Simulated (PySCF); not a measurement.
## Radial density of Br⁺ (bromine, charge +1)

TPSS, [Ar] 3d10 4s2 4p4, high-spin 3P determinant. All numbers are calculated (PySCF 2.14, the spin-free X2C one-electron Hamiltonian (Gaussian nucleus), in aug-cc-pVDZ-DK (6s5p3d, 36 functions)).

```tsv
r (bohr)	4πr²ρ (e/bohr)	4πr²(ρα − ρβ)
0.000952	0.5766	0.0000
0.00160	1.375	0.0000
0.00269	3.228	0.0000
0.00453	7.293	0.0000
0.00762	15.25	0.0002
0.0128	27.85	0.0009
0.0216	40.64	0.0045
0.0363	42.19	0.0201
0.0610	35.37	0.0631
0.103	46.46	0.0964
0.173	45.81	0.0101
0.290	27.80	0.1015
0.488	34.73	0.1940
0.821	13.02	0.0872
1.38	4.780	1.1618
2.32	2.056	0.7536
3.91	0.1768	0.0715
6.58	0.0001261	0.0000
```

Densities and radii are taken from the X2C orbitals without a picture-change correction, which distorts them close to the nucleus.
